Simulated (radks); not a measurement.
All-electron atom: Hg I in [Hg]. All-electron calculation, scalar-relativistic Kohn-Sham, LDA (Slater exchange, Perdew-Wang correlation), spin-polarised, spherical densities, finite nucleus; Fermi nuclear charge, rms radius 5.4648 fm. Program: a radial shooting solver on a logarithmic mesh with Libxc functionals.

Unscreened Slater integrals over Kohn-Sham orbitals (eV). They are taken over the spin-up orbitals.

F0(6s,6s): 9.1859
F0(6s,5d): 11.037
G2(6s,5d): 2.5476
F0(6s,5p): 11.611
G1(6s,5p): 0.74796
F0(6s,4f): 12.187
G3(6s,4f): 0.27735
F0(5d,5d): 16.505
F2(5d,5d): 8.3916
F4(5d,5d): 5.5117
F0(5d,5p): 19.130
F2(5d,5p): 9.2856
G1(5d,5p): 11.108
G3(5d,5p): 6.8538
F0(5d,4f): 21.715
F2(5d,4f): 4.9121
F4(5d,4f): 2.2616
G1(5d,4f): 1.5177
G3(5d,4f): 1.4599
G5(5d,4f): 1.1768
F0(5p,5p): 23.572
F2(5p,5p): 12.675
F0(5p,4f): 29.124
F2(5p,4f): 8.9967
G2(5p,4f): 3.3076
G4(5p,4f): 2.8333
F0(4f,4f): 51.528
F2(4f,4f): 25.700
F4(4f,4f): 16.390
F6(4f,4f): 11.870
